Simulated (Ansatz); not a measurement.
The cluster MgSe₂. The state is a singlet with charge 0. Geometry PBE-D4/def2-TZVP.

```xyz
3

Mg   -0.269   -0.256    1.283
Se   -0.973   -0.439   -0.987
Se    1.242    0.695   -0.296
```

At PBE0-D4/def2-TZVP a triplet of charge 0 lies 0.10 eV below the restricted singlet, each at its own geometry. The structure comes from a short search, and lower isomers may exist.

(1) Estimate the orbital energies around the gap (eV) in Ansatz with HF/def2-TZVP, PBE-D4/def2-TZVPD, r2SCAN-D4/def2-TZVPD, PBE0-D4/def2-TZVP, CAM-B3LYP-D4/def2-TZVP.

## Answers

(1) 
```csv
orbital,HF/def2-TZVP,PBE-D4/def2-TZVPD,r2SCAN-D4/def2-TZVPD,PBE0-D4/def2-TZVP,CAM-B3LYP-D4/def2-TZVP
HOMO−9,-64.48,-48.61,-50.23,-52.85,-54.38
HOMO−8,-64.45,-48.59,-50.22,-52.84,-54.36
HOMO−7,-64.43,-48.49,-50.11,-52.75,-54.28
HOMO−6,-23.82,-16.79,-17.39,-18.75,-20.48
HOMO−5,-20.62,-14.58,-15.04,-16.28,-17.92
HOMO−4,-11.20,-7.78,-7.97,-8.77,-9.98
HOMO−3,-9.85,-7.17,-7.35,-8.03,-9.10
HOMO−2,-9.84,-6.14,-6.36,-7.24,-8.52
HOMO−1,-8.51,-5.45,-5.61,-6.37,-7.52
HOMO,-7.56,-4.38,-4.52,-5.33,-6.53
LUMO,-1.51,-4.18,-3.87,-3.56,-2.86
LUMO+1,1.19,-2.77,-2.61,-1.82,-0.79
LUMO+2,1.40,-1.37,-0.99,-0.71,0.01
LUMO+3,2.21,-0.79,-0.40,-0.02,0.77
LUMO+4,3.19,-0.11,0.33,1.14,1.87
LUMO+5,3.91,0.49,1.05,1.81,2.41
```
